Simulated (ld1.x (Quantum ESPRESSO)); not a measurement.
**Which setting gave this result? (molybdenum, PAW)**

Base potential:

Mo (Z = 42), PAW, made with ld1.x (Quantum ESPRESSO) 7.5 (PBEsol, scalar-relativistic). Core [Ar] 3d10, reference 4s2 4p6 4d5 5s1 5p0. Waves: 4s (bound): rcut 1.50, rcutus 1.70 bohr; 5s (bound): rcut 1.50, rcutus 1.70 bohr; 4p (bound): rcut 1.80, rcutus 1.95 bohr; 5p (bound, empty): rcut 1.80, rcutus 1.95 bohr; 4d (bound): rcut 1.80, rcutus 2.30 bohr; 4d channel at 0.65 Ry: rcut 1.80, rcutus 2.30 bohr. Local part: all-electron potential smoothed inside 2.00 bohr (lloc = -2). Core correction: a·sin(br)/r model core, default radius (core density twice the valence density). Augmentation charge: PSQ, inside the norm-conserving radii.

Cutoffs, loose and tight: the cutoffs (Ry, on a coarse ladder) from which the occupation-weighted sum of valence levels, in a spherical-Bessel basis at the reference potential, stays within 10 and 1 mRy of its value at 400 Ry. They do not see the model core or the augmentation charge, which bear on the density cutoff. Test errors are all-electron minus pseudo excitation energies from the reference, over the configurations 4s2 4p6 4d5 5s0 5p0; 4s2 4p6 4d4 5s0 5p0; 4s2 4p6 4d3 5s0 5p0; 4s1 4p6 4d5 5s1 5p0; 4s2 4p6 4d5 5s0 5p1; 4s2 4p6 4d4 5s2 5p0; 4s2 4p6 4d6 5s0 5p0; variants that change the core or the reference have their own tests.

Only the scale of all radii but the core radius (base = 1) is moved (2 further runs of the sweep failed or gave no value and are left out):

```tsv
scale of all radii but the core radius (base = 1)	cutoff, loose	cutoff, tight	bound ghosts	largest test error (meV)
0.79	35 Ry	70 Ry	none	-25
1.03	25 Ry	40 Ry	none	-15
1.11	21 Ry	35 Ry	none	-3.6 over the solved tests; test run stopped at test 4 of 7 (negative rho)
1.29	18 Ry	25 Ry	none	test run stopped at test 2 of 7 (negative rho)
1.38	18 Ry	21 Ry	none	test run stopped at test 2 of 7 (negative rho), 1 before it not solved
```

**Question.** One more run gave cutoff, loose: 18 Ry; cutoff, tight: 30 Ry; bound ghosts: none; largest test error (meV): test run stopped at test 4 of 7 (negative rho), 2 before it not solved. Which value of the scale of all radii but the core radius (base = 1) was used?

**Answer.** 1.22. The tight cutoff moves one way along this sweep, from 70 Ry at 0.79 to 21 Ry at 1.38, which places the run between 1.11 and 1.29.
